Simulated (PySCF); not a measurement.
# Polarisability and C₆ of Br⁻ (bromine, charge -1)

[Kr], closed-shell 1S. Computed with PySCF 2.14 in aug-cc-pVTZ-PP with one added diffuse shell each of s, d, f type with ECP10MDF (7s5p5d3f, 68 functions), with a scalar-relativistic core potential. Coupled (time-dependent) response in atomic units; α is the mean over directions.

```json
{"method": "UHF", "mean α (bohr³)": "43.07", "C₆ (like pair)": "452.6", "S(−4)": "636.2"}
{"method": "PBE0", "mean α (bohr³)": "50.92", "C₆ (like pair)": "546.2", "S(−4)": "1119"}
{"method": "CAM-B3LYP", "mean α (bohr³)": "50.11", "C₆ (like pair)": "536.4", "S(−4)": "1036"}
```

S(−4) is the Cauchy moment in α(ω) = α(0) + S(−4) ω² + …

α(iu) at UHF:

| u (hartree) | α(iu) (bohr³) |
| --- | --- |
| 0 | 43.07 |
| 0.0500 | 41.57 |
| 0.100 | 37.94 |
| 0.200 | 29.45 |
| 0.300 | 22.59 |
| 0.500 | 14.04 |
| 0.750 | 8.582 |
| 1.00 | 5.720 |
| 1.50 | 3.028 |
| 2.00 | 1.867 |
| 3.00 | 0.9210 |
| 5.00 | 0.3702 |

A single London oscillator, α(iu) = α/(1 + u²/ω²), gives C₆ = (3/4) ω α². Matching the computed C₆ needs ω = 4 × 452.6 / (3 × 43.07²) = 0.325 hartree.

For an ion, C₆ is the dispersion term alone; charge-induced terms of lower order in 1/R come first.

Energies and moments cover only the electrons outside the core potential.
